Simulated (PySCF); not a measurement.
**Static response to an electric field**

Compound: C5H5ClS.
Cartesian coordinates in Å at the GFN2-xTB level; atoms count from 1:
```xyz
12
C5H5ClS angstrom
C      2.4458    0.2840    0.9713
C      1.1875    0.3804    0.2853
C      0.1234    0.4401   -0.2853
C     -1.0923    0.5629   -0.9558
S     -1.3041    1.6530   -2.1595
C     -2.2043   -0.3632   -0.5756
Cl    -2.2408   -0.6708    1.1858
H      2.9915    1.2233    0.8879
H      2.2799    0.0510    2.0229
H      3.0425   -0.5125    0.5255
H     -2.0589   -1.3341   -1.0578
H     -3.1691    0.0499   -0.8708
```

Level: PBE0/def2-SVPD (PySCF), static field, nuclei fixed, core orbitals frozen in the response. The polarisability tensor in these axes (au):

```
x   118.70  -3.25  24.93
y    -3.25  81.93 -23.56
z    24.93 -23.56 107.16
```

Q: What are the eigenvalues, a third of the trace, and Δα (Δα² = ½Σ(αi − αj)² over the three pairs)?

A: Principal values 65.52, 98.56 and 143.71 au; mean 102.60 au = 15.20 Å³ = 16.92 × 10⁻⁴⁰ C²·m²/J; Δα = 67.98 au (66 % of the mean).

Q: What is the dipole moment, and where does it point?

A: (2.29, -1.34, 0.93) D, 2.81 D in size, pointing from the negative to the positive side. Measured along this direction, the outermost atoms are H12 at the negative end and H10 at the positive end.

Q: Rayleigh depolarisation ratio (linearly polarised light, static tensor)?

A: ρ = 3Δα²/(45ᾱ² + 4Δα²) = 13864.4/(473680 + 18485.9) = 0.0282.

Q: What molar refraction does this α imply?

A: Lorentz–Lorenz: R = (4π/3)N_A α = 2.5225 cm³/(mol·Å³) × 15.20 Å³ = 38.4 cm³/mol, in the limit of long wavelengths.

Q: Give the principal axes and the span of the nuclei along them.

A: Largest value along (0.69, -0.29, 0.66), where the nuclei span 5.71 Å; middle along (0.68, 0.55, -0.48), 4.76 Å; least along (-0.22, 0.79, 0.58), 2.01 Å. The response follows the extents in order.

Q: What would n − 1 = 2πNα be for an ideal gas of these molecules at 350 K and 1 atm, electronic part alone?

A: N = p/kT = 2.0968 × 10¹⁹ cm⁻³, so n − 1 = 2π × N × 15.20 × 10⁻²⁴ cm³ = 2003 × 10⁻⁶ at long wavelengths.

Q: Orientational against electronic polarisability at 500 K (dilute gas, rigid molecules)?

A: In Gaussian units μ²/3kT = 38.17 Å³ against 15.20 Å³, a ratio of 2.51; the Debye molar polarisation (4π/3)N_A(α + μ²/3kT) is 134.6 cm³/mol, leaving out the vibrational part.

The structure is a single GFN2-xTB conformer in the gas phase; no vibrational or solvent corrections.

These values come from a run that also computed excited states. On one thread of an Intel Xeon at 2.70 GHz, shared host with 64 logical CPUs at a one-minute load of 58, this took 36 s and 0.83 GiB of memory at its peak.
